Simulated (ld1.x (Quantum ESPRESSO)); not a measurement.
# Logarithmic derivatives: lead (Pb), TM

lead, norm-conserving Troullier–Martins (Kleinman–Bylander form), made with ld1.x (Quantum ESPRESSO) 7.5 (PBEsol, scalar-relativistic). Core [Xe] 4f14, reference 5d10 6s2 6p1.75 (charge +0.25). Waves: 6s (bound): rc 1.45 bohr; 6p (bound): rc 2.30 bohr; 5d (bound): rc 1.50 bohr. Local part: all-electron potential smoothed inside 1.40 bohr (lloc = -1). Core correction: none.

The phase is arctan(r·u′/u) with u = r·R(r), unwrapped; energies in Ry, scanned from -4 to 5 Ry. A pole is an energy at which the radial function vanishes at the test radius. The pseudo phase is shifted by a multiple of π to meet the all-electron one at the reference energy, and phase errors are pseudo minus all-electron; the curves can meet again beyond the range given. Levels narrower than the energy grid can be missing from the lists of poles.

```json
{"channel": "s", "radius (bohr)": "2.49", "reference energy (Ry)": "-1.01", "poles, all-electron": "0.68", "poles, pseudo": "0.67", "unbroken range about the reference energy with phases within 0.05 rad": "below 3.5", "phase error 1 Ry above the reference energy (rad)": "-0.000"}
{"channel": "p", "radius (bohr)": "2.49", "reference energy (Ry)": "-0.37", "poles, all-electron": "2.59", "poles, pseudo": "2.38", "unbroken range about the reference energy with phases within 0.05 rad": "below 3.7", "phase error 1 Ry above the reference energy (rad)": "-0.007"}
{"channel": "d", "radius (bohr)": "2.49", "reference energy (Ry)": "-1.69", "poles, all-electron": "-1.48", "poles, pseudo": "-1.48", "unbroken range about the reference energy with phases within 0.05 rad": "the whole range", "phase error 1 Ry above the reference energy (rad)": "-0.000"}
```

Note: ghost states, extra bound levels that the all-electron valence spectrum of the same l lacks: s at -109.1 eV, p at -59.7 eV. A true bound ghost makes a file unfit for plane-wave use.

Phases in the p channel:

```json
{"E (Ry)": "-4.00", "all-electron": "1.342", "pseudo": "1.349"}
{"E (Ry)": "-3.76", "all-electron": "1.332", "pseudo": "1.335"}
{"E (Ry)": "-3.52", "all-electron": "1.321", "pseudo": "1.323"}
{"E (Ry)": "-3.28", "all-electron": "1.309", "pseudo": "1.309"}
{"E (Ry)": "-3.04", "all-electron": "1.294", "pseudo": "1.294"}
{"E (Ry)": "-2.80", "all-electron": "1.278", "pseudo": "1.277"}
{"E (Ry)": "-2.56", "all-electron": "1.258", "pseudo": "1.257"}
{"E (Ry)": "-2.32", "all-electron": "1.234", "pseudo": "1.233"}
{"E (Ry)": "-2.08", "all-electron": "1.205", "pseudo": "1.203"}
{"E (Ry)": "-1.84", "all-electron": "1.168", "pseudo": "1.166"}
{"E (Ry)": "-1.60", "all-electron": "1.120", "pseudo": "1.119"}
{"E (Ry)": "-1.36", "all-electron": "1.056", "pseudo": "1.054"}
{"E (Ry)": "-1.12", "all-electron": "0.965", "pseudo": "0.963"}
{"E (Ry)": "-0.88", "all-electron": "0.828", "pseudo": "0.827"}
{"E (Ry)": "-0.64", "all-electron": "0.611", "pseudo": "0.610"}
{"E (Ry)": "-0.40", "all-electron": "0.262", "pseudo": "0.262"}
{"E (Ry)": "-0.16", "all-electron": "-0.215", "pseudo": "-0.216"}
{"E (Ry)": "0.08", "all-electron": "-0.659", "pseudo": "-0.662"}
{"E (Ry)": "0.32", "all-electron": "-0.958", "pseudo": "-0.963"}
{"E (Ry)": "0.56", "all-electron": "-1.143", "pseudo": "-1.149"}
{"E (Ry)": "0.80", "all-electron": "-1.262", "pseudo": "-1.269"}
{"E (Ry)": "1.04", "all-electron": "-1.343", "pseudo": "-1.352"}
{"E (Ry)": "1.28", "all-electron": "-1.403", "pseudo": "-1.413"}
{"E (Ry)": "1.52", "all-electron": "-1.448", "pseudo": "-1.459"}
{"E (Ry)": "1.76", "all-electron": "-1.484", "pseudo": "-1.497"}
{"E (Ry)": "2.00", "all-electron": "-1.514", "pseudo": "-1.528"}
{"E (Ry)": "2.24", "all-electron": "-1.539", "pseudo": "-1.556"}
{"E (Ry)": "2.48", "all-electron": "-1.561", "pseudo": "-1.580"}
{"E (Ry)": "2.72", "all-electron": "-1.581", "pseudo": "-1.603"}
{"E (Ry)": "2.96", "all-electron": "-1.600", "pseudo": "-1.626"}
{"E (Ry)": "3.20", "all-electron": "-1.617", "pseudo": "-1.648"}
{"E (Ry)": "3.44", "all-electron": "-1.633", "pseudo": "-1.671"}
{"E (Ry)": "3.68", "all-electron": "-1.650", "pseudo": "-1.697"}
{"E (Ry)": "3.92", "all-electron": "-1.667", "pseudo": "-1.725"}
{"E (Ry)": "4.16", "all-electron": "-1.684", "pseudo": "-1.759"}
{"E (Ry)": "4.40", "all-electron": "-1.702", "pseudo": "-1.800"}
{"E (Ry)": "4.64", "all-electron": "-1.722", "pseudo": "-1.856"}
{"E (Ry)": "4.88", "all-electron": "-1.744", "pseudo": "-1.935"}
```
